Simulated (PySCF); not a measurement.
Structure problem from calculated spectra and properties.

Formula: C4H10F2Si.

- 1H NMR: chemical shifts (computed TMS as zero) by class: 5.99 (1 H), 0.13 (9 H) ppm [GIAO B97-2/pcSseg-2]
- 13C NMR: chemical shifts (computed TMS as zero) by class: 131.2 (1 C), -5.1 (3 C) ppm [GIAO B97-2/pcSseg-2]
- Dipole: 2.54 D [B97-2/pcSseg-2]
- NMR, other nuclei: isotropic shieldings of nuclei other than C and H, by class: 331 (2 F), 350 (1 Si) ppm [GIAO B97-2/pcSseg-2]
- Rotational structure: rotational constants A, B, C: 2.410, 1.600, 1.401 GHz [PBE0-D3(BJ)/def2-TZVP]

Electronic properties: PySCF, gas phase, density fitting. Levels stand in brackets. Geometry: PBE0-D3(BJ)/def2-TZVP; no solvent, vibrations or thermal averaging. NMR classes are plain means over equivalent atoms (diastereotopic ones count apart unless rotation or inversion swaps them), as if these changed places fast.

Question: What is the compound? Reason from the data.

Answer: Numbering: `[CH3:1][Si:2]([CH3:3])([CH3:4])[CH:5]([F:6])[F:7]`. Its formula, C4H10F2Si, gives 0 degrees of unsaturation, so no ring and no π bond. 4 carbons fall into 2 classes; from least to most shielded: CHF2 carbon [C5] (131.2 ppm), Si-methyl carbon [C1/C3/C4] (-5.1 ppm, 3 C, up to 2.4 ppm apart in this geometry). Hydrogen classes from least to most shielded: 1 H on a CHF2 carbon, C5 (5.99 ppm), 9 H on 3 Si-methyl carbons, C1/C3/C4 (0.13 ppm). The other shieldings belong to: 331 ppm, fluorine of a CF2 group [F6/F7]; 350 ppm, four-coordinate silicon [Si2]. By its constants the optimised geometry is an asymmetric top. Structure: TMS-CHF2, `C[Si](C)(C)C(F)F`. The assignments are read from this structure; whether some other isomer fits the data as well wasn't checked.

Conformer computed: `[CH3:1][Si:2]([CH3:3])([CH3:4])[CH:5]([F:6])[F:7]`: C1–Si2–C5–F6 58°.
